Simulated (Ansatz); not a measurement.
The same bond dissociation along the group F, Br, I.

Program: Ansatz. Geometries: PBE0-D4/def2-TZVP. ΔE: electronic, gas phase. CCSD(T)/CBS is the MP2 limit (def2-TZVPP, def2-QZVPP) plus CCSD(T) − MP2 in def2-TZVPP, frozen cores. Small cases extrapolate CCSD(T) itself. DFT in def2-TZVPP. Open shells (•) are unrestricted, without spin–orbit coupling. Spin–orbit coupling would lower the free atoms: a little for F; clearly for Br; strongly for I. def2 core potentials past Kr. Bonds to Br, I are less sure, by a few kJ/mol each and by 10 to 20 or more in all where they break to atoms, as the def2 sets lack core-valence functions. Scalar relativity is left out up to krypton.

| reaction | CCSD(T)/CBS(def2) (kcal/mol) |
| --- | --- |
| `FCF` → `[CH2]F`• + F• | ? |
| `BrCBr` → `[CH2]Br`• + Br• | 73.2 |
| `ICI` → `[CH2]I`• + I• | 63.2 |

(1) Fill in the missing values. (Best estimate.)

Largest T1 diagnostic: 0.016, for `[CH2]I`•.

Extrapolated directly: `FCF` → `[CH2]F`• + F•.

Answers

(1) Ansatz gave: `FCF` → `[CH2]F`• + F•: +123.8 kcal/mol.
